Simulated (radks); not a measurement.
Species: Cr4+. Configuration: [Ar] 3d2. Calculated with a radial shooting solver on a logarithmic mesh with Libxc functionals: scalar-relativistic Kohn-Sham, LDA (Slater exchange, Perdew-Wang correlation), spin-polarised, spherical densities, finite nucleus; open shells are filled with parallel spins first; Fermi nuclear charge, rms radius 3.6452 fm.

Normalised radial functions P(r) = r R(r), r in bohr:

| r | 2p down |
|---|---|
| 0.002097 | 0.0021 |
| 0.002365 | 0.0026 |
| 0.002666 | 0.0033 |
| 0.003006 | 0.0041 |
| 0.003362 | 0.0051 |
| 0.003791 | 0.0064 |
| 0.004274 | 0.0080 |
| 0.004819 | 0.0101 |
| 0.005434 | 0.0126 |
| 0.006127 | 0.0158 |
| 0.006853 | 0.0195 |
| 0.007726 | 0.0244 |
| 0.008711 | 0.0305 |
| 0.009822 | 0.0381 |
| 0.01107 | 0.0475 |
| 0.01249 | 0.0591 |
| 0.01397 | 0.0724 |
| 0.01575 | 0.0898 |
| 0.01775 | 0.1112 |
| 0.02002 | 0.1372 |
| 0.02257 | 0.1688 |
| 0.02545 | 0.2069 |
| 0.02869 | 0.2527 |
| 0.03209 | 0.3033 |
| 0.03618 | 0.3669 |
| 0.0408 | 0.4415 |
| 0.046 | 0.5279 |
| 0.05186 | 0.6267 |
| 0.05848 | 0.7382 |
| 0.06541 | 0.8533 |
| 0.07375 | 0.9872 |
| 0.08315 | 1.1298 |
| 0.09375 | 1.2775 |
| 0.1057 | 1.4253 |
| 0.1192 | 1.5667 |
| 0.1333 | 1.6861 |
| 0.1503 | 1.7924 |
| 0.1695 | 1.8676 |
| 0.1911 | 1.9032 |
| 0.2154 | 1.8926 |
| 0.2429 | 1.8318 |
| 0.2717 | 1.7296 |
| 0.3063 | 1.5756 |
| 0.3454 | 1.3840 |
| 0.3894 | 1.1677 |
| 0.4391 | 0.9422 |
| 0.495 | 0.7236 |
| 0.5582 | 0.5262 |
| 0.6243 | 0.3701 |
| 0.7039 | 0.2379 |
| 0.7936 | 0.1420 |
| 0.8948 | 0.0780 |
| 1.009 | 0.0391 |
| 1.138 | 0.0177 |
| 1.272 | 0.0076 |
| 1.435 | 0.0027 |
| 1.617 | 0.0009 |
| 1.824 | 0.0002 |
| 2.056 | 0.0001 |
| 2.318 | 0.0000 |
| 2.593 | 0.0000 |
| 2.924 | 0.0000 |
| 3.297 | 0.0000 |
| 3.717 | 0.0000 |

2p down: eigenvalue -622.68 eV, 0 radial nodes, <r> = 0.260 bohr, 90 % of the charge inside 0.427 bohr.
